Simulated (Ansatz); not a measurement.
CH7GeNSi can be A, `[SiH3]/N=[CH]\[GeH3]`, or B, `[GeH3][CH]1N[SiH2]1`.

Gas-phase electronic energies from Ansatz, PBE0-D4/def2-TZVP geometries. CCSD(T)/CBS adds triple-zeta CCSD(T) − MP2 to the extrapolated MP2 energy (def2 sets, frozen cores). Functionals use def2-TZVPP. For Ge outer-core shells are correlated without core-valence functions, which leaves a few kJ/mol of doubt a bond. Scalar relativity is left out up to krypton.

Q: Which is lower in electronic energy at CCSD(T)/CBS, and by how much? (Best estimate.)

A: Computed: A, by 7.7 kcal/mol.

Q: Give E(B) − E(A) in kcal/mol with HF/def2-TZVPP, LDA (SPW92), r2SCAN-D4, ωB97M-V, BLYP-D4, B2PLYP, MP2/def2-TZVPP. (Best estimate.)

A: Computed: HF/def2-TZVPP 16.2, LDA (SPW92) 1.8, r2SCAN-D4 7.1, ωB97M-V 7.4, BLYP-D4 13.4, B2PLYP 10.2, MP2/def2-TZVPP 5.9. None reverses the order clearly.

Q: Does the order hold for the free energy at 298.15 K (harmonic terms from PBE0-D4)? (Best estimate.)

A: Computed: Yes: G(B) − G(A) = +10.7 kcal/mol.

Largest T1 diagnostic: 0.013.

In def2-TZVPP, CCSD(T) changes the Hartree–Fock value by −7.3 kcal/mol (the triples alone add −0.3 kcal/mol) and MP2 by −10.3 kcal/mol. Leaving LDA and LC-ωPBE aside and taking each functional with its dispersion term where it has one, the values, not all of them listed here, spread over 8.6 kcal/mol, from PBE-QIDH to BLYP-D4. LDA lies −4.9 kcal/mol from PBE without D4.
